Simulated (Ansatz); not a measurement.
Job for Ansatz (a quantum-chemistry and plane-wave program): R-wB97X-V/def2-TZVPP on CH3F2Ga (SMILES [CH3][Ga]([F])[F]), a point of a torsion scan.

Ansatz 0.2 input:
```yaml
crystal:
  periodic: [false, false, false]
  atoms:
    - {symbol: C, position_ang: [-1.00184085, -0.10216188, -0.00304463]}
    - {symbol: Ga, position_ang: [1.01146430, 0.10895447, -0.01200715]}
    - {symbol: F, position_ang: [2.15495360, -1.19164749, 0.25226132]}
    - {symbol: F, position_ang: [1.86727891, 1.61269015, -0.28688283]}
    - {symbol: H, position_ang: [-1.38554848, 0.22460520, 0.96101977]}
    - {symbol: H, position_ang: [-1.23237666, -1.15223534, -0.16442789]}
    - {symbol: H, position_ang: [-1.41600624, 0.51896314, -0.79367384]}
basis:
  gaussian:
    orbitals: def2-TZVPP
hamiltonian:
  xc: {name: wB97X-V}
scf: {lower_state_search: off}
```

Program output:

```
WARN ansatz: RAYON_NUM_THREADS=1 ignored (pool sized by the plan → 1); use --threads N
Functional definition: wB97X-V
these checks for a lower state are left out or cut short: stability, starts, cluster_reference, orbital_swaps, neighbouring_geometries, increment
integrals: 0.13 GiB planned
1072 factors; their error is unknown
integrals: 0.16 GiB planned
237 factors; integrals over basis functions are off by at most 8.5e-6 eV
mean field: 1.05 GiB planned
mean field evaluation 1: about -58890.4446 eV, gradient 6.0e1 eV
mean field evaluation 2: about -58889.4601 eV, gradient 7.4e1 eV
mean field evaluation 4: about -58896.1400 eV, gradient 1.4e0 eV
mean field evaluation 8: about -58896.1486 eV, gradient 4.2e-2 eV
mean field evaluation 16: about -58896.2775 eV, gradient 2.1e-5 eV
mean field -58896.27745281 eV, -2164.3982750602 hartree, gradient 3.6e-7 eV, S^2 0.000000; 0 other end points of the search recorded, 0 dependent functions left out
reference -58896.27745096 eV, -2164.3982749919 hartree; 29, 29 occupied and 154, 154 virtual orbitals, 1072 factors
Total energy: -58896.27745096 eV, -2164.3982749919 hartree
Checks for a lower state left out: stability, starts, cluster_reference, orbital_swaps, neighbouring_geometries, increment
```

The calculation finished and met its thresholds.

Cost: about 6 core-seconds (a rough figure).
